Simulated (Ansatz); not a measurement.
BCl2H3Si (`[SiH3]B(Cl)Cl`). The species carries charge 0 and has multiplicity 1. Geometry: relaxed with PBE0-D4/def2-TZVP.

```xyz
7

Si    0.424    0.313   -0.736
B    -0.540   -0.352    0.910
Cl   -0.242   -1.974    1.481
Cl   -1.669    0.643    1.789
H     1.890    0.244   -0.493
H     0.095   -0.581   -1.879
H     0.043    1.708   -1.073
```

What is the dipole moment at r2SCAN/def2-TZVPP? (An estimate is asked.)

Computed: 0.37 D, with components (0.15, 0.16, -0.29) D in this frame, pointing from negative to positive charge.

And with PBE, B3LYP, ωB97M-V? (An estimate is asked.)

The calculation gave: PBE 0.26 D, B3LYP 0.37 D, ωB97M-V 0.39 D.

Give the Mulliken charges with r2SCAN, ωB97M-V, B3LYP in def2-TZVPP. (Estimate.)

Ansatz gave: 
```
atom  r2SCAN  ωB97M-V  B3LYP
 Si1    0.16     0.03   0.12
  B2    0.22     0.15   0.24
 Cl3   -0.10    -0.07  -0.10
 Cl4   -0.09    -0.06  -0.09
  H5   -0.06    -0.01  -0.05
  H6   -0.06    -0.01  -0.05
  H7   -0.07    -0.02  -0.06
```

B3LYP here is the variant with VWN-RPA as its local correlation; programs differ in this.
